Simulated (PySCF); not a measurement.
SMILES Oc1cccc([SeH])c1 (C6H6OSe), singlet, GFN2-xTB optimised geometry.

```
14

O     -1.82    -2.27     0.00
C     -1.18    -1.07     0.00
C     -1.88     0.13     0.00
C     -1.18     1.33     0.00
C      0.20     1.34     0.00
C      0.89     0.13     0.00
Se     2.80     0.18     0.00
C      0.21    -1.07     0.00
H     -2.77    -2.14     0.00
H     -2.96     0.13     0.00
H     -1.72     2.26     0.00
H      0.74     2.27     0.00
H      2.96    -1.26     0.00
H      0.73    -2.02     0.00
```

Density from PBE/def2-TZVP in PySCF at that geometry.

Minimum of the electron density along straight lines between bonded atoms, close to the bond critical point (lines longer than 1.1 times the sum of covalent radii, or with two minima, are not listed):

```json
[
 {"bond": "O1–C2", "length / Å": "1.358", "ρ at the minimum / e bohr⁻³": "0.294", "∇²ρ there / e bohr⁻⁵": "[?]", "position (fraction from the first atom)": "0.65"},
 {"bond": "C2–C3", "length / Å": "1.390", "ρ at the minimum / e bohr⁻³": "0.317", "∇²ρ there / e bohr⁻⁵": "-0.91", "position (fraction from the first atom)": "0.52"},
 {"bond": "C3–C4", "length / Å": "1.384", "ρ at the minimum / e bohr⁻³": "0.317", "∇²ρ there / e bohr⁻⁵": "-0.90", "position (fraction from the first atom)": "0.50"},
 {"bond": "C4–C5", "length / Å": "1.381", "ρ at the minimum / e bohr⁻³": "0.318", "∇²ρ there / e bohr⁻⁵": "-0.91", "position (fraction from the first atom)": "0.50"},
 {"bond": "C5–C6", "length / Å": "1.389", "ρ at the minimum / e bohr⁻³": "0.314", "∇²ρ there / e bohr⁻⁵": "-0.88", "position (fraction from the first atom)": "0.49"},
 {"bond": "C6–Se7", "length / Å": "1.915", "ρ at the minimum / e bohr⁻³": "0.157", "∇²ρ there / e bohr⁻⁵": "[?]", "position (fraction from the first atom)": "0.49"},
 {"bond": "C2–C8", "length / Å": "1.390", "ρ at the minimum / e bohr⁻³": "0.317", "∇²ρ there / e bohr⁻⁵": "-0.91", "position (fraction from the first atom)": "0.52"},
 {"bond": "C6–C8", "length / Å": "1.384", "ρ at the minimum / e bohr⁻³": "0.316", "∇²ρ there / e bohr⁻⁵": "-0.89", "position (fraction from the first atom)": "0.51"},
 {"bond": "O1–H9", "length / Å": "0.965", "ρ at the minimum / e bohr⁻³": "0.360", "∇²ρ there / e bohr⁻⁵": "[?]", "position (fraction from the first atom)": "0.80"},
 {"bond": "C3–H10", "length / Å": "1.082", "ρ at the minimum / e bohr⁻³": "0.281", "∇²ρ there / e bohr⁻⁵": "-0.96", "position (fraction from the first atom)": "0.64"},
 {"bond": "C4–H11", "length / Å": "1.080", "ρ at the minimum / e bohr⁻³": "0.286", "∇²ρ there / e bohr⁻⁵": "-1.00", "position (fraction from the first atom)": "0.64"},
 {"bond": "C5–H12", "length / Å": "1.081", "ρ at the minimum / e bohr⁻³": "0.284", "∇²ρ there / e bohr⁻⁵": "-0.98", "position (fraction from the first atom)": "0.64"},
 {"bond": "Se7–H13", "length / Å": "1.445", "ρ at the minimum / e bohr⁻³": "0.184", "∇²ρ there / e bohr⁻⁵": "-0.33", "position (fraction from the first atom)": "0.63"},
 {"bond": "C8–H14", "length / Å": "1.080", "ρ at the minimum / e bohr⁻³": "0.284", "∇²ρ there / e bohr⁻⁵": "-0.99", "position (fraction from the first atom)": "0.65"}
]
```

What belongs in the gaps?


- O1–C2, ∇²ρ there / e bohr⁻⁵: -0.59
- C6–Se7, ∇²ρ there / e bohr⁻⁵: -0.17
- O1–H9, ∇²ρ there / e bohr⁻⁵: -2.41
